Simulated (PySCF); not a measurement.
Al(Me)(H) (CH4Al), SMILES [CH3][AlH], multiplicity 2. Atoms are numbered in the order given.

```xyz
6

Al     0.1389     0.7785     0.0000
C     -0.0431    -1.1780     0.0000
H     -0.6181    -1.4876     0.8809
H     -0.6181    -1.4876    -0.8809
H      0.9032    -1.7212     0.0000
H     -1.2133     1.6440     0.0000
```
Charge 0, spin multiplicity 2.

Geometry: ωB97X-D3(BJ)/def2-TZVP. The multiplicity is an assumed one; other spin states were not compared. The isomer is the one that the SMILES or the coordinates give; other isomers of the formula were not compared.

Calculation: PBE0/pcH-1 (PySCF).

Unrestricted Kohn–Sham, ⟨S²⟩ = 0.751. Hyperfine tensors hold the contact and dipolar terms, without spin-orbit corrections.

Computed hyperfine couplings:
```tsv
nucleus	A(iso) (MHz)	A(iso) (G)	dipolar principal values (MHz)
27Al no. 1	673.2	240.2	-58.9, -56.1, 115.0
13C no. 2	68.0	24.3	-8.6, -7.3, 16.0
1H no. 3	8.9	3.2	-4.6, -0.5, 5.1
1H no. 4	8.9	3.2	-4.6, -0.5, 5.1
1H no. 5	-0.9	-0.3	-5.4, -2.8, 8.2
1H no. 6	161.6	57.6	-4.4, 0.0, 4.4
```

Task: And the g tensor (effective nuclear charges for spin-orbit coupling, GIAO)? (Estimate from the structure and the level; the computed values follow.)

Result: principal values 1.9934, 2.0022, 2.0032; isotropic 1.9996.
